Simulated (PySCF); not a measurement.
Method: PySCF 2.14.0 with B3LYP-D3(BJ)/def2-TZVP // BP86-D3(BJ)/def2-SVP. All species are isolated molecules in the gas phase. One relaxed conformer stands for a flexible species; it need not be the lowest. B3LYP has the VWN-RPA correlation part, as in Gaussian. 

Reference species: [Hf(F)3(OH)] (neutral, multiplicity 1).

```yaml
HOMO–LUMO gap: 8.92 eV
coordination_number: 4
```

Changed species: [Hf(F)(OH)3] (3 of 4 F replaced by OH; the reference has 1 of 4 F replaced by OH).

Q: Give the shifts of the HOMO–LUMO gap and coordination number.

A: the HOMO–LUMO gap drops by 0.82 eV, to 8.10 eV; the coordination number is nearly the same.
